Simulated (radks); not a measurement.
The numbers below are computed, except where a source is named.
Polarisability of the germanium ion Ge6+, [Ar] 3d8, at imaginary frequency. Code: a radial shooting solver on a logarithmic mesh with Libxc functionals. Model: scalar-relativistic Kohn-Sham, LDA (Slater exchange, Perdew-Wang correlation), spin-polarised, spherical densities, finite nucleus; open shells are filled with parallel spins first; Fermi nuclear charge, rms radius 4.0742 fm. Response by self-consistent Sternheimer equations with the Hartree and adiabatic LDA kernel, the relativistic mass of each level held fixed and spin-orbit coupling left out.

w (hartree)  alpha1(iw) (bohr^3)
0.00266                   0.4378
0.0143                    0.4378
0.0360                    0.4378
0.0697                    0.4377
0.118                     0.4374
0.186                     0.4367
0.280                     0.4353
0.413                     0.4324
0.605                     0.4265
0.892                     0.4144
1.35                      0.3898
2.12                      0.3419
3.59                      0.2586
6.94                      0.1433
17.5                     0.04119

Static values: alpha1 = 0.4378 bohr^3 (0.06488 angstrom^3; uncoupled 0.5256). C6 = 0.6565, triple-dipole C9 = 0.2026 atomic units. One-pole (London) frequency 4 C6 / (3 alpha1^2) = 4.566 hartree, against 4.837 for minus the highest occupied eigenvalue.
